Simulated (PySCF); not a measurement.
BH₄P, SMILES BP.

The structure is a stationary point at B3LYP-D3(BJ)/def2-TZVP.

The numbers are results of PySCF with M06-2X/def2-TZVPD, not measurements.

Computed frontier levels, gap, dipole moment and polarisability:
```json
{
 "highest_occupied_level": "-8.49 eV",
 "lowest_empty_level": "-0.88 eV",
 "orbital_gap": "7.61 eV",
 "dipole_moment": "0.150 e·Å",
 "quadrupole, principal values (traceless, Buckingham form, about the centre of nuclear charge)": "-2.07, 0.84, 1.23 D·Å",
 "mean_static_polarisability": "45.1 bohr³ (6.68 Å³)",
 "polarisability_principal_values": "38.3, 40.6, 56.3 bohr³"
}
```
